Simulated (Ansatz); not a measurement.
NbS2⁺, relaxed as a singlet with RKS r2SCAN-D4/def2-TZVP in Ansatz, starting from the GFN2-xTB geometry. Force threshold 0.02 eV/Å.

In the def2 sets Nb takes a core potential; there is no spin–orbit coupling. The relaxation made no stability test and no search for a lower SCF solution. No other spin state of charge 1 was run. The structure comes from a short search, and lower isomers may exist.

Start:

```tsv
atom	x (Å)	y (Å)	z (Å)
Nb1	-0.5854	-0.9436	1.6440
S2	0.6755	-0.4012	-0.8182
S3	-0.0902	1.3448	-0.8258
```

| step | energy (eV) | largest force component (eV/Å) | SCF passes |
| --- | --- | --- | --- |
| 1 | -23209.0767 | 2.863 | 122 |
| 2 | -23210.3481 | 2.799 | 31 |
| 3 | -23211.0889 | 1.031 | 29 |
| 4 | -23211.9965 | 1.590 | 74 |
| 5 | -23212.5854 | 0.588 | 39 |
| 6 | -23212.5952 | 0.171 | 24 |
| 7 | -23212.5966 | 0.011 | 27 |

Force components are those of the run's own axes.

End:

```tsv
atom	x (Å)	y (Å)	z (Å)
Nb1	-0.482	-0.477	1.136
S2	0.734	-0.652	-0.732
S3	-0.252	1.128	-0.403
```

By distances, no bond broke or formed. The bond that changes most is Nb1–S3, from 3.40 to 2.24 Å (atoms count from 1). The end is the same structure that another start reached, the lowest one found.

No frequencies were taken in this run, so the end may be a saddle point.

It took 15 s on 4 threads of Intel Xeon Platinum 8488C on a shared host.
